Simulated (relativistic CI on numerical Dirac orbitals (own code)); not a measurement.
**Hyperfine structure of Yb²⁵⁺, mass number 171**

Calculated at this level of theory: Dirac-Coulomb-Breit CI, KLI orbitals optimised for each configuration, model QED (radiative potential, 1s self-energy scaled to tabulated hydrogen-like ionisation energies), unscaled Slater integrals (own radial code, finite nucleus).

Configurations in the expansion (outside the closed core [Ar] 3d10): 4s2 4p6 4d9, 4s2 4p5 4d10, 4s2 4p6 4d8 4f, 4s 4p6 4d10, 4s2 4p5 4d9 4f, 4s 4p6 4d9 4f, 4s2 4p6 4d8 5s, 4s2 4p6 4d8 5p, 4s2 4p6 4d7 4f 5s, 4s2 4p6 4d8 5d, 4s2 4p5 4d9 5s, 4s2 4p6 4d7 5s 5p, 4s2 4p6 4d7 5s2, 4s2 4p6 4d6 4f 5s2, 4s2 4p5 4d7 4f 5s2, 4s 4p6 4d7 4f 5s2. Double excitations out of closed p, d and f shells are left out; levels of such configurations are missing from the list, as are those of other unlisted configurations, and high levels can miss mixing partners.

Nuclear spin I = 1/2, μ = 0.4923 μN (tables of Stone and Pyykkö). The electronic factors are computed for point nuclear moments, without core polarisation or the Bohr-Weisskopf and QED corrections.

| Level | E (cm⁻¹) | A (MHz) |
| --- | --- | --- |
| 4s2 4p6 4d9 2D_5/2 | 0 | 7107 |
| 4s2 4p6 4d9 2D_3/2 | 95881 | 17950 |
| 4s2 4p5 4d10 2P°_3/2 | 1282504 | 31820 |
| 4s2 4p6 4d8 4f 4F°_7/2 | 1384138 | 5243 |
| 4s2 4p6 4d8 4f 4F°_9/2 | 1401003 | 4346 |
| 4s2 4p6 4d8 4f 2P°_1/2 | 1415391 | 22970 |
| 4s2 4p6 4d8 4f 4I°_15/2 | 1417817 | 4569 |
| 4s2 4p6 4d8 4f 4D°_7/2 | 1422413 | 4126 |

Levels with J = 0, under 50 % of one LS term, or S terms without an open s electron are left out. Small factors come from cancelling terms and can be off by tens of per cent or more.

At this charge energies of transitions that change n are usually good to better than 1 %, and those within a shell (Δn = 0) to a few per cent.

(1) Give the hyperfine levels of 4s2 4p6 4d9 2D_5/2 relative to its centre of gravity.

Results:

(1) With K = F(F + 1) − I(I + 1) − J(J + 1), E = AK/2: F = 2: -12440, F = 3: 8884 MHz.

LS names give the leading component of a level, which can be under half, so a name can repeat, a term be missing and a line seem to break the LS rules.
